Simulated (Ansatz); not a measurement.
`NBO[SiH2]F` + `F[SiH](F)Br` → `NBBr` + `F[SiH2]O[SiH](F)F`  (redistribution)

Isolated molecules relaxed with PBE0-D4/def2-TZVP in Ansatz; ΔE leaves out vibrations. CBS: MP2 limit from def2 TZ/QZ plus the TZ coupled-cluster correction, frozen cores. DFT in def2-TZVPP. B3LYP here is the variant with VWN-RPA as its local correlation; programs differ in this. For Br outer-core shells are correlated without core-valence functions, which leaves a few kJ/mol of doubt a bond. Scalar relativity is left out up to krypton. One conformer a species, not always the lowest.

| species | B3LYP energy (Eh) |
| --- | --- |
| `NBO[SiH2]F` | -547.53041 |
| `F[SiH](F)Br` | -3064.26889 |
| `NBBr` | -2655.71380 |
| `F[SiH2]O[SiH](F)F` | -956.08671 |

Problem. Work out ΔE.

Solution. ΔE = (-2655.71380) + (-956.08671) − (-547.53041) − (-3064.26889) = -0.00121 Eh = -0.8 kcal/mol. CCSD(T)/CBS gives -1.9 kcal/mol.

Largest T1 diagnostic among the species: 0.012.

From PBE to PBE0 (25 % exact exchange), in def2-TZVPP and without D4, ΔE moves by −0.9 kcal/mol.
